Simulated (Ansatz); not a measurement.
# Worked example: the step energy

An elementary step of SiH3Cl3O, closed shell (SiHCl₃ ([Cl][SiH]([Cl])[Cl]) + H₂O → SiHCl₃O ([OH][Si]([Cl])([Cl])[Cl]) + H₂; Si–H, H–O broken or loosened, Si–O, H–H formed or tightened). “Start” and “end” are the PBE0-D4/def2-TZVP structures reached by relaxing down either side of its saddle point, with the molecules still in contact.

Ansatz 0.2.0; basis: def2-TZVPP and def2-QZVPP; cores frozen in the correlated methods.

Energies in eV:

| quantity | end | start |
| --- | --- | --- |
| Hartree–Fock, triple zeta (X = 3) | -47465.31085 | -47464.55010 |
| Hartree–Fock, quadruple zeta (X = 4) | -47466.71418 | -47465.93832 |
| MP2 correlation, X = 3 | -25.81719 | -25.76055 |
| MP2 correlation, X = 4 | -28.29816 | -28.25388 |
| CCSD(T) correlation, X = 3 | -28.41416 | -28.41474 |

Task: Work out the step energy at the basis limit: extrapolate Hartree–Fock as E(X) = E∞ + A exp(−7.88 √X) and the MP2 correlation as E(X) = E∞ + B X^−2.97 (the exponents that Neese and Valeev fitted for def2-TZVPP and QZVPP), then add CCSD(T) − MP2 in triple zeta.

Result: Each step is linear, so take the differences first (end − start): Hartree–Fock -0.76075 (X = 3) and -0.77586 (X = 4); MP2 correlation -0.05664 and -0.04428; CCSD(T) correlation 0.00058.
Two points give E∞ = E(4) + w [E(4) − E(3)], with w = 1/(exp(7.88 (2 − √3)) − 1) = 0.1377 for Hartree–Fock and w = 1/((4/3)^2.97 − 1) = 0.7407 for the correlation.
Hartree–Fock: -0.77586 + 0.1377 × (-0.01511) = -0.7779 eV.
MP2 correlation: -0.04428 + 0.7407 × 0.01236 = -0.0351 eV.
CCSD(T) − MP2: 0.00058 − (-0.05664) = 0.0572 eV.
Sum: -0.7779 + (-0.0351) + 0.0572 = -0.7558 eV, or -17.43 kcal/mol. Plain CCSD(T) in triple zeta gives -0.7602 eV, so the larger basis shifts the result by 0.0044 eV.

No T1 diagnostic of these runs exceeds 0.011.

Labels in which every atom is bracketed show which atoms are joined, not bond orders.

For scale, one of the runs: CCSD(T)/def2-TZVPP, 241 basis functions, launched by `ansatz run in.yaml --threads 8 --pin off --events-out ev --progress --plain --max-ram 19148MiB`. The run took 48 s on 8 CPU threads of an AMD EPYC 7B13 (shared host), with 4.3 GiB of host memory at its peak.
